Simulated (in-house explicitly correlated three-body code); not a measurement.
Computed with an exponentially correlated three-body code. Model: two electrons around a point charge, non-relativistic, variational in 260 exponentially correlated functions (energies converged to about 1e-7 hartree, or 1e-8 relative for large Z).

For two electrons in a singlet the Kohn-Sham orbital is the square root of half the density, so the exact Kohn-Sham potential and energy parts follow from the density alone, and exchange is minus half the Hartree energy. The Kohn-Sham level equals minus the binding energy of the second electron.

Command:
```bash
python run_hyl.py task.json out
```
Settings (lengths in bohr, energies in hartree):
```
Z                      1.96
interaction_strength   1
functions              260
states_tried           13
```

Time taken, with all properties: 41 s on 1 thread of Intel(R) Xeon(R) Platinum 8375C CPU @ 2.90GHz (Ice Lake) (shared host).

**Those bound S and P states to n = 4 that converged, binding against the one-electron ion.**

Given: nuclear charge 1.96.

Computed: one-electron threshold -1.9208 hartree.

```json
{"term": "1 1S", "energy (hartree)": "-2.77025815", "binding (eV)": "23.115", "quantum defect": "0.26348"}
{"term": "2 3S", "energy (hartree)": "-2.08385961", "binding (eV)": "4.4371", "quantum defect": "0.31894"}
{"term": "2 1S", "energy (hartree)": "-2.05613927", "binding (eV)": "3.6828", "quantum defect": "0.1548"}
{"term": "2 3P", "energy (hartree)": "?", "binding (eV)": "?", "quantum defect": "?"}
{"term": "2 1P", "energy (hartree)": "-2.03498491", "binding (eV)": "3.1071", "quantum defect": "-0.0088702"}
{"term": "3 3S", "energy (hartree)": "-1.9844854", "binding (eV)": "1.733", "quantum defect": "0.3101"}
{"term": "3 1S", "energy (hartree)": "-1.97747937", "binding (eV)": "1.5423", "quantum defect": "0.14869"}
{"term": "3 3P", "energy (hartree)": "-1.97433027", "binding (eV)": "1.4566", "quantum defect": "0.066024"}
{"term": "3 1P", "energy (hartree)": "?", "binding (eV)": "?", "quantum defect": "?"}
{"term": "4 3S", "energy (hartree)": "-1.9545971", "binding (eV)": "0.91967", "quantum defect": "0.30753"}
{"term": "4 1S", "energy (hartree)": "-1.95183801", "binding (eV)": "0.84459", "quantum defect": "0.14691"}
{"term": "4 3P", "energy (hartree)": "-1.95059209", "binding (eV)": "0.81068", "quantum defect": "0.067165"}
{"term": "4 1P", "energy (hartree)": "-1.94943916", "binding (eV)": "0.77931", "quantum defect": "-0.011217"}
```

Q: What belongs in the row 2 3P?

A: energy (hartree): -2.04351285; binding (eV): 3.3392; quantum defect: 0.06219.

Q: What belongs in the row 3 1P?

A: energy (hartree): -1.9716364; binding (eV): 1.3833; quantum defect: -0.010709.

**Converged states only, values per electron or pair.**

```csv
term,mean r (bohr),mean r squared (bohr²),mean inverse r (1/bohr),mean r12 (bohr),mean inverse r12 (1/bohr),mean cosine,mean p1 dot p2 (bohr⁻²),delta r1 (bohr⁻³),delta r12 (bohr⁻³)
1 1S,0.95333,1.257,1.6483,1.46,0.92097,-0.065414,0.15394,1.6921,0.09757
2 3S,2.6273,12.202,1.1296,4.5868,0.26023,-0.015943,0.0070567,1.2411,-
2 1S,3.0737,17.25,1.1105,5.4563,0.24073,-0.014552,0.0090274,1.2311,0.0077133
2 3P,2.777,14.318,1.108,4.8905,0.25649,-0.035537,-0.058456,1.1853,-
2 1P,3.0227,17.074,1.0983,5.3476,0.23528,-0.0052873,0.041348,1.1993,0.00062749
3 3S,6.0579,73.664,1.0414,11.388,0.11338,-0.0042429,0.0017881,1.209,-
3 1S,?,?,?,?,?,?,?,?,?
3 3P,?,?,?,?,?,?,?,?,-
3 1P,6.9482,99.619,1.0328,13.16,0.10521,-0.0013283,0.013113,1.1987,0.00021517
4 3S,11.051,256.62,1.0133,21.355,0.062957,-0.0016811,0.00069856,1.2025,-
4 1S,11.994,303.71,1.0112,23.24,0.060365,-0.0017716,0.0010145,1.202,0.00088592
4 3P,11.937,303.68,1.011,23.13,0.062002,-0.0041719,-0.0068995,1.1968,-
4 1P,12.435,329.8,1.0098,24.122,0.059384,-0.00053211,0.0056443,1.1985,9.5145e-05
```

Q: What belongs in the row 3 1S?

A: mean r (bohr): 6.7518; mean r squared (bohr²): 92.509; mean inverse r (1/bohr): 1.0363; mean r12 (bohr): 12.77; mean inverse r12 (1/bohr): 0.10734; mean cosine: -0.0042673; mean p1 dot p2 (bohr⁻²): 0.0024896; delta r1 (bohr⁻³): 1.2073; delta r12 (bohr⁻³): 0.0021622.

Q: What belongs in the row 3 3P?

A: mean r (bohr): 6.5757; mean r squared (bohr²): 89.061; mean inverse r (1/bohr): 1.0357; mean r12 (bohr): 12.425; mean inverse r12 (1/bohr): 0.11147; mean cosine: -0.010117; mean p1 dot p2 (bohr⁻²): -0.016738; delta r1 (bohr⁻³): 1.1946.

**Functionals on the exact density and self-consistent, errors are functional minus exact, hybrids only self-consistent, a dash where a self-consistent run leaves the top level unbound.**

```tsv
result	exchange error (millihartree)	correlation error (millihartree)	functional driven error (millihartree)	density driven error (millihartree)	self consistent total error (millihartree)	top level plus exact binding (eV)
HSE06	-	-	-	-	6.9403	6.5833
M06-L	-12.028	2.4538	-9.5746	-2.2818	-11.856	7.7863
BP86	-0.62398	-1.644	-2.2679	-0.66142	-2.9294	8.4453
RPBE	?	?	?	?	?	?
PW91	?	?	?	?	?	?
BLYP	-0.62398	-1.4984	-2.1224	-1.3195	-3.4419	8.4265
revTPSS	-4.3049	-3.8376	-8.1424	-0.15115	-8.2936	7.8907
PBEsol	55.629	-10.106	45.523	-0.97528	44.547	8.8245
OLYP	-1.0988	-1.4984	-2.5972	-1.336	-3.9332	8.5273
PBE0	-	-	-	-	8.2175	6.1796
```

Q: What belongs in the row RPBE?

A: exchange error (millihartree): -6.3984; correlation error (millihartree): 0.37861; functional driven error (millihartree): -6.0198; density driven error (millihartree): -1.0521; self consistent total error (millihartree): -7.0718; top level plus exact binding (eV): 8.513.

Q: What belongs in the row PW91?

A: exchange error (millihartree): 7.8072; correlation error (millihartree): -3.4225; functional driven error (millihartree): 4.3846; density driven error (millihartree): -0.9745; self consistent total error (millihartree): 3.4101; top level plus exact binding (eV): 8.4668.

**Density and exact potentials over r, pair density (one pair, times 4 pi r12^2) and exact minus Kohn-Sham pair density over r12.**

| radius (bohr) | radial density (electrons/bohr) | exchange potential (hartree) | intracule density (1/bohr) | Coulomb hole against Kohn-Sham (1/bohr) | correlation potential (hartree) |
| --- | --- | --- | --- | --- | --- |
| 0.115 | 0.36007 | -1.6107 | 0.017545 | -0.0112 | -0.046 |
| 0.134 | 0.4546 | -1.599 | 0.023977 | -0.01468 | -0.042 |
| 0.157 | 0.57171 | -1.5834 | 0.033101 | -0.01926 | -0.037 |
| 0.184 | 0.70892 | -1.5633 | 0.045629 | -0.025 | -0.031 |
| 0.215 | 0.86133 | -1.5384 | 0.062321 | -0.03186 | -0.025 |
| 0.252 | 1.0306 | -1.5068 | 0.085226 | -0.04008 | -0.017 |
| 0.295 | ? | ? | ? | ? | ? |
| 0.345 | 1.3718 | -1.4214 | 0.15458 | -0.05859 | 0.001 |
| 0.404 | 1.5197 | -1.3655 | 0.20472 | -0.06728 | 0.009 |
| 0.472 | ? | ? | ? | ? | ? |
| 0.553 | 1.6823 | -1.2267 | 0.33775 | -0.07504 | 0.024 |
| 0.647 | 1.6666 | -1.1443 | 0.41653 | -0.06979 | 0.028 |
| 0.757 | 1.5751 | -1.055 | 0.4951 | -0.0562 | 0.03 |
| 0.886 | 1.4108 | -0.96057 | 0.56219 | -0.03451 | 0.028 |
| 1.04 | 1.1846 | -0.86202 | 0.60357 | -0.007273 | 0.024 |
| 1.21 | 0.94017 | -0.76943 | 0.60432 | 0.01773 | 0.019 |
| 1.42 | 0.67978 | -0.67491 | 0.55638 | 0.0365 | 0.014 |
| 1.66 | 0.45208 | -0.58839 | 0.46463 | 0.04248 | 0.009 |
| 1.94 | 0.27097 | -0.50941 | 0.34538 | 0.0364 | 0.005 |
| 2.27 | 0.14298 | -0.43823 | 0.22278 | 0.02333 | 0.003 |
| 2.66 | 0.064741 | -0.37519 | 0.12109 | 0.01034 | 0.001 |
| 3.11 | 0.025023 | -0.32133 | 0.054753 | 0.002378 | 0 |

Q: What belongs in the row 0.295?

A: radial density (electrons/bohr): 1.2045; exchange potential (hartree): -1.4681; intracule density (1/bohr): 0.11545; Coulomb hole against Kohn-Sham (1/bohr): -0.0492; correlation potential (hartree): -0.008.

Q: What belongs in the row 0.472?

A: radial density (electrons/bohr): 1.6279; exchange potential (hartree): -1.3013; intracule density (1/bohr): 0.26538; Coulomb hole against Kohn-Sham (1/bohr): -0.07343; correlation potential (hartree): 0.017.

The density-driven part is never positive, since each functional's own density lowers its energy. Here it is small beside the functional-driven part (median ratio 0.23), the normal case.
